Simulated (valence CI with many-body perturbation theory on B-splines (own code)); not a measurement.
# Forbidden lines of I29+

Level of theory: valence CI with perturbative core correlation (CI+MBPT): six valence electrons over a frozen Dirac-Fock core [Ar], radial functions for each j: 7 s, 7 p, 8 d, 6 f, 4 g, 1 h, with the one-electron correlation potential Σ1, the two-electron term Σ2, the three-electron term Σ3, Breit, model QED; selected CI, second order for the rest, scaled by the run's own slope (own B-spline code, finite nucleus).

The last digits are not significant, and no measured levels were compared; by estimate large intervals hold to a few tenths of a per cent, small ones and those within an open d or f shell to about a per cent. Core correlation moves these levels by up to 9800 cm⁻¹, and in measured spectra 5 to 20 % of such shifts remained as error; rates that hang on mixing are uncertain with them. Among the levels kept, up to 960 cm⁻¹ of a level comes from second order outside the variational space, and about a tenth of that is noise between levels of different J, which matters for small intervals. Only levels of the ground parity were solved; by the run's estimate the other parity begins above the list, which can be wrong where configurations are misplaced.

Lines 1 to 50 of 120 in falling wavelength, among levels below 638530 cm⁻¹, chosen from the decays that carry over 1 % of a level's rate. Wavelengths and rates use the calculated energies. Electric multipoles are in the length gauge, E1 and E2 with the static RPA response of the core. Weak lines are less certain than strong ones. Lines between different terms over intervals too small for the method are left out, as are lines whose strength nearly cancels.

Levels are named by their leading jj configuration (3d3/2^4 stands for four electrons in 3d with j = 3/2), which in mixed levels can hold well under half, so a name can repeat and another be missing. Letters in brackets count levels of one name in rising energy.

```
λ vac (nm)                      Upper                      Lower  Type   A (s⁻¹)  Branch %
     492.1      (3d3/2^3 3d5/2^3) J=0  (3d3/2^3 3d5/2^3) J=1 [b]    M1  1.04e+02       2.8
     354.8      (3d3/2^2 3d5/2^4) J=5  (3d3/2^2 3d5/2^4) J=4 [a]    M1  3.72e+02       1.9
     307.2      (3d3/2^3 3d5/2^3) J=6      (3d3/2^3 3d5/2^3) J=4    E2  1.29e-04       1.1
     306.7      (3d3/2^3 3d5/2^3) J=5      (3d3/2^3 3d5/2^3) J=4    M1  3.65e+02      11.1
     274.9  (3d3/2^3 3d5/2^3) J=3 [a]      (3d3/2^4 3d5/2^2) J=2    M1  8.72e+02       7.5
     274.9      (3d3/2^4 3d5/2^2) J=2      (3d3/2^4 3d5/2^2) J=4    E2  4.01e-03     100.0
     240.9  (3d3/2^3 3d5/2^3) J=1 [b]  (3d3/2^2 3d5/2^4) J=2 [a]    M1  9.98e+02       5.4
     237.7      (3d3/2^2 3d5/2^4) J=3  (3d3/2^2 3d5/2^4) J=4 [b]    M1  9.14e+02       3.8
     226.0  (3d3/2^3 3d5/2^3) J=2 [b]  (3d3/2^2 3d5/2^4) J=2 [a]    M1  4.01e+02       3.3
     217.2      (3d3/2^4 3d5/2^2) J=0      (3d3/2^4 3d5/2^2) J=2    E2  3.73e-02     100.0
     212.8  (3d3/2^2 3d5/2^4) J=4 [a]  (3d3/2^3 3d5/2^3) J=3 [b]    M1  7.62e+02       5.2
     177.8      (3d3/2^2 3d5/2^4) J=3  (3d3/2^2 3d5/2^4) J=4 [a]    M1  9.46e+02       3.9
     174.9  (3d3/2^3 3d5/2^3) J=2 [b]  (3d3/2^3 3d5/2^3) J=3 [b]    M1  1.57e+03      12.9
     174.4  (3d3/2^3 3d5/2^3) J=1 [a]      (3d3/2^4 3d5/2^2) J=2    M1  8.90e+03      99.5
     171.4  (3d3/2^3 3d5/2^3) J=1 [b]  (3d3/2^3 3d5/2^3) J=2 [a]    M1  9.17e+02       5.0
     169.7      (3d3/2^2 3d5/2^4) J=1      (3d3/2^3 3d5/2^3) J=0    M1  1.79e+03       5.4
     164.0  (3d3/2^3 3d5/2^3) J=3 [b]      (3d3/2^3 3d5/2^3) J=4    M1  1.97e+03      11.3
     156.2  (3d3/2^2 3d5/2^4) J=4 [c]  (3d3/2^3 3d5/2^3) J=3 [c]    M1  5.60e+02       2.2
     156.0  (3d3/2^2 3d5/2^4) J=2 [b]  (3d3/2^3 3d5/2^3) J=3 [c]    M1  6.91e+02       2.0
     150.0  (3d3/2^3 3d5/2^3) J=3 [c]  (3d3/2^2 3d5/2^4) J=2 [a]    M1  3.84e+02       1.2
     140.2  (3d3/2^3 3d5/2^3) J=2 [a]  (3d3/2^3 3d5/2^3) J=1 [a]    M1  3.15e+03      16.1
     137.4  (3d3/2^3 3d5/2^3) J=3 [a]      (3d3/2^4 3d5/2^2) J=4    M1  1.07e+04      92.5
     130.7      (3d3/2^2 3d5/2^4) J=1  (3d3/2^3 3d5/2^3) J=2 [b]    M1  6.08e+03      18.3
     126.2      (3d3/2^2 3d5/2^4) J=1  (3d3/2^3 3d5/2^3) J=1 [b]    M1  4.61e+03      13.9
     125.6  (3d3/2^3 3d5/2^3) J=3 [c]  (3d3/2^3 3d5/2^3) J=3 [b]    M1  1.48e+03       4.8
     121.3  (3d3/2^2 3d5/2^4) J=4 [c]  (3d3/2^2 3d5/2^4) J=4 [b]    M1  2.76e+03      11.1
     119.8  (3d3/2^3 3d5/2^3) J=3 [c]  (3d3/2^3 3d5/2^3) J=2 [a]    M1  4.98e+03      16.2
     117.8      (3d3/2^2 3d5/2^4) J=1  (3d3/2^2 3d5/2^4) J=0 [a]    M1  6.17e+02       1.9
     115.6  (3d3/2^2 3d5/2^4) J=2 [b]  (3d3/2^3 3d5/2^3) J=2 [b]    M1  3.74e+02       1.1
     113.5  (3d3/2^2 3d5/2^4) J=2 [a]  (3d3/2^3 3d5/2^3) J=1 [a]    M1  4.86e+03      11.8
     112.0  (3d3/2^2 3d5/2^4) J=2 [b]  (3d3/2^3 3d5/2^3) J=1 [b]    M1  1.43e+03       4.2
     111.7  (3d3/2^2 3d5/2^4) J=4 [b]      (3d3/2^3 3d5/2^3) J=5    M1  8.70e+03      26.4
     110.7      (3d3/2^2 3d5/2^4) J=3  (3d3/2^2 3d5/2^4) J=2 [a]    M1  1.18e+03       4.9
     109.2  (3d3/2^3 3d5/2^3) J=3 [d]  (3d3/2^3 3d5/2^3) J=3 [b]    M1  1.23e+03       6.4
     108.4  (3d3/2^3 3d5/2^3) J=2 [a]  (3d3/2^3 3d5/2^3) J=3 [a]    M1  4.14e+03      21.2
     106.9  (3d3/2^2 3d5/2^4) J=2 [c]      (3d3/2^2 3d5/2^4) J=3    M1  4.58e+03       9.5
     104.7  (3d3/2^3 3d5/2^3) J=3 [d]  (3d3/2^3 3d5/2^3) J=2 [a]    M1  3.14e+03      16.4
     104.0  (3d3/2^3 3d5/2^3) J=3 [b]  (3d3/2^3 3d5/2^3) J=3 [a]    M1  3.21e+03      18.4
     103.5  (3d3/2^2 3d5/2^4) J=4 [c]  (3d3/2^2 3d5/2^4) J=4 [a]    M1  1.12e+03       4.5
     102.4        (3d3/2 3d5/2^5) J=1      (3d3/2^3 3d5/2^3) J=0    M1  3.47e+03       3.1
     96.87      (3d3/2^2 3d5/2^4) J=3  (3d3/2^3 3d5/2^3) J=3 [b]    M1  8.48e+03      34.9
     96.57      (3d3/2^2 3d5/2^4) J=5      (3d3/2^3 3d5/2^3) J=5    M1  6.20e+03      30.9
     96.53      (3d3/2^2 3d5/2^4) J=5      (3d3/2^3 3d5/2^3) J=6    M1  1.25e+04      62.3
     95.05  (3d3/2^2 3d5/2^4) J=2 [c]  (3d3/2^3 3d5/2^3) J=3 [d]    M1  6.15e+03      12.8
     93.35      (3d3/2^2 3d5/2^4) J=3  (3d3/2^3 3d5/2^3) J=2 [a]    M1  3.11e+03      12.8
     93.34  (3d3/2^2 3d5/2^4) J=4 [d]  (3d3/2^3 3d5/2^3) J=3 [d]    M1  4.95e+03       9.7
     92.62      (3d3/2^3 3d5/2^3) J=4      (3d3/2^4 3d5/2^2) J=4    M1  1.84e+04      99.3
     92.62  (3d3/2^2 3d5/2^4) J=4 [a]      (3d3/2^3 3d5/2^3) J=4    M1  1.32e+04      89.7
     91.66  (3d3/2^2 3d5/2^4) J=2 [a]  (3d3/2^3 3d5/2^3) J=3 [a]    M1  3.56e+04      86.3
     86.79        (3d3/2 3d5/2^5) J=1  (3d3/2^3 3d5/2^3) J=2 [b]    M1  3.56e+03       3.2
```
